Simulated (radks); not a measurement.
Question: Br V, 31 electrons, occupied as [Ar] 3d10 4s2 4p0.5 5s0.5 (fractional occupations, a model configuration). All-electron calculation, scalar-relativistic Kohn-Sham, PBE, spin-unpolarised, spherical densities, finite nucleus; Fermi nuclear charge, rms radius 4.1629 fm. Program: a radial shooting solver on a logarithmic mesh with Libxc functionals. Some entries of the table are withheld. Estimate them.

orbital,occ.,eigenvalue (hartree),<r^2> (bohr^2)
1s,2,-491.6013,0.002461
2s,2,-65.82748,0.04235
2p,6,-58.31669,0.03349
3s,2,-10.85792,0.3488
3p,6,(1),0.3708
3d,10,-4.55287,0.4212
4s,2,-2.55882,2.512
4p,0.5,-1.99801,3.172
4d,0,-1.21380,5.570
5s,0.5,-1.06269,(2)
5p,0,-0.88581,14.30

Answer: 
(1) 3p eigenvalue (hartree): -8.48344
(2) 5s <r^2> (bohr^2): 11.35
